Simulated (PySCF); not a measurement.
Ligands exchanged one at a time, Sn F-H. All species are isolated molecules in the gas phase. Strings in code marks are SMILES.

All values below come from B3LYP-D3(BJ)/def2-TZVP // PBE0-D3(BJ)/def2-TZVP (PySCF). B3LYP has the VWN-RPA correlation part, as in Gaussian. Excitations are Tamm–Dancoff values on a coarser integration grid. The basis has no diffuse functions, so Rydberg states are missing or too high.

| species | S1–T1 gap (TDA) (eV) | dipole moment (D) | S1 excitation (TDA) (eV) | HOMO–LUMO gap (eV) |
|---|---|---|---|---|
| 0 of 4 F replaced by H | – | 0.00 | 6.64 | 8.09 |
| 1 of 4 F replaced by H (`[F][SnH]([F])[F]`) | 1.17 | ? | 7.34 | 8.26 |
| 2 of 4 F replaced by H | 1.20 | ? | 7.42 | 8.32 |
| 3 of 4 F replaced by H (`[F][SnH3]`) | ? | 2.73 | 6.90 | 8.08 |
| 4 of 4 F replaced by H | – | 0.00 | – | ? |

Problem. What belongs in the gaps?

Solution. 
- 1 of 4 F replaced by H (`[F][SnH]([F])[F]`), dipole moment (D): 3.31
- 2 of 4 F replaced by H, dipole moment (D): 3.42
- 3 of 4 F replaced by H (`[F][SnH3]`), S1–T1 gap (TDA) (eV): 0.38
- 4 of 4 F replaced by H, HOMO–LUMO gap (eV): 9.29
